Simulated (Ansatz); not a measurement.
A nudged elastic band was laid between two geometries of CH7NSn (10 atoms, charge 0, multiplicity 1).

Theory: RKS revPBE-D4/def2-SVP in Ansatz.

```
movable images  : 1
climbing image  : no
spring          : 5.0 eV/Å²
optimiser       : quadratic models (default)
start path      : IDPP
force threshold : 0.05 eV/Å
iteration limit : 60
end points      : relaxed
```

First end point:

```xyz
10
Properties=species:S:1:pos:R:3
C -0.920 0.762 -0.896
N -0.364 -0.538 -0.524
Sn 0.924 -0.632 1.105
H -1.697 0.638 -1.684
H -1.432 1.218 -0.021
H -0.189 1.522 -1.276
H 0.056 -1.000 -1.341
H 1.455 -2.275 1.181
H -0.040 -0.194 2.472
H 2.290 0.448 0.987
```

Last end point:

```xyz
10
Properties=species:S:1:pos:R:3
C -1.182 0.674 -0.612
N -0.545 -0.587 -0.232
Sn 1.269 -0.509 0.779
H -0.643 1.289 -1.377
H -2.205 0.484 -1.009
H -1.309 1.317 0.286
H -0.480 -1.217 -1.041
H 1.771 -2.154 0.957
H 0.912 0.232 2.300
H 2.495 0.420 -0.047
```

Question: What changes between the two ends?

Answer: No bond is made or broken. The dihedral H4–C1–N2–Sn3 goes from -172 to 66°. The two ends are copies of one structure, up to a mirror image or an exchange of like atoms.

Question: What energy profile does the band end with?

Answer: The run converged. The highest image is number 1 of 0 to 2, 0.090 eV above the ends, which have the same energy within 2 meV. No image climbed, so the highest image needn't sit at the top of the path. So few images can step over the top or miss a turn of the path.

```
image  path coordinate (Å)  energy (eV)  dihedral H4–C1–N2–Sn3 (°)
    0                 0.00        0.000                       -172
    1                 1.65        0.090                        128
    2                 3.31        0.000                         66
```

Question: What is the geometry of the highest image?

Answer: 
```xyz
10
Properties=species:S:1:pos:R:3
C -1.131 0.711 -0.711
N -0.465 -0.535 -0.325
Sn 1.197 -0.550 0.897
H -1.263 0.791 -1.813
H -2.147 0.800 -0.256
H -0.569 1.621 -0.405
H -0.392 -1.195 -1.103
H 1.676 -2.208 1.002
H 0.678 0.076 2.426
H 2.501 0.439 0.290
```

The run took 11 s on 1 thread of Intel(R) Xeon(R) 6975P-C (Granite Rapids), on a shared host, peak memory 0.14 GiB.
